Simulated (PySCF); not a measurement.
Ge(F)(Cl)(NH2)2 (ClFGeH4N2), SMILES [NH2][Ge]([NH2])([F])[Cl].

The structure is a stationary point at TPSSh-D3(BJ)/def2-SVP. One conformer was computed; it need not be the lowest.

These are TDA-PBE/def2-SVPD (PySCF 2.14.0) values and carry that method's errors.

Vertical excitations. Gas-phase values at a fixed geometry.

```tsv
state	energy (eV)	λ (nm)	f	main pairs
S1	5.46	227	0.032	HOMO→LUMO 98 %
S2	5.71	217	0.078	HOMO−1→LUMO 95 %
S3	6.59	188	0.013	HOMO−2→LUMO 66 %, HOMO→LUMO+1 31 %
S4	6.64	187	0.033	HOMO→LUMO+1 61 %, HOMO−2→LUMO 31 %
S5	6.67	186	0.020	HOMO−3→LUMO 90 %
S6	6.94	179	0.019	HOMO−1→LUMO+1 89 %
S7	7.14	174	0.018	HOMO→LUMO+2 84 %, HOMO→LUMO+3 14 %
S8	7.35	169	0.012	HOMO−1→LUMO+2 51 %, HOMO−1→LUMO+3 44 %
S9	7.43	167	0.020	HOMO−1→LUMO+3 53 %, HOMO−1→LUMO+2 33 %
S10	7.60	163	0.005	HOMO→LUMO+3 43 %, HOMO−4→LUMO 35 %, HOMO−5→LUMO 9 %, HOMO→LUMO+2 8 %
T1	5.08	244	0	HOMO→LUMO 99 %
T2	5.21	238	0	HOMO−1→LUMO 99 %
T3	6.23	199	0	HOMO−2→LUMO 98 %
T4	6.32	196	0	HOMO−3→LUMO 98 %
```
Triplets are in the Tamm–Dancoff approximation.
